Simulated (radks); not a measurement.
The numbers below are computed, except where a source is named.
Numerical settings for neutral iron, [Ar] 3d6 4s2. Level of theory: scalar-relativistic Kohn-Sham, PBEsol, spin-polarised, spherical densities, point nucleus; open shells are filled with parallel spins first (a radial shooting solver on a logarithmic mesh with Libxc functionals). The defaults (mesh step 0.008 in ln r, mesh end at 40 bohr or more with all orbitals vanishing there, Anderson mixing 0.5 over 9 steps, residual threshold near 1e-9 with the energy settled to 1e-9 hartree or 1e-11 of itself, here a cap of 93 iterations) give E = -1271.3983 hartree and 4s at -4.866 eV in 15 iterations. Run on one thread of a shared host, so times are rough (Arm Neoverse V2): 0.16 s of CPU time, 0.16 s wall, 15 iterations on 2669 mesh points. Changes against that run (0 stands for a change within the tolerance of the run):

setting,iterations,converged,E (mhartree),e(4s) (meV),CPU (s)
mesh step in ln r 0.2,2,no,diverged,-,0.01
mesh step in ln r 0.03,15,yes,+0.000226,0,0.05
mesh step in ln r 0.003,15,yes,0,0,0.42
mesh end (bohr) 400,15,yes,0,0,0.16
mesh end (bohr) 1,13,level above zero,+1.23e+05,+8.83e+05,0.11
residual threshold 1e-05,11,yes,0,-0.0127,0.13
residual threshold 1e-13,22,yes,0,0,0.2
mixing 0.05,22,yes,0,0,0.23
"linear mixing, mixing 0.05",93,no,+0.0983,-18.6,0.89
"linear mixing, mixing 0.5",30,yes,0,0,0.26
mixing history 3,20,yes,0,0,0.19
iteration cap 3,3,no,+3.18,+542,0.05

Settled on a wrong energy, with an occupied level pushed above zero by the early mesh end: mesh end (bohr) 1 (+123 hartree). Apart from these: no run marked as converged misses the energy by more than 1 mhartree. A mesh that ends early acts as a hard wall.
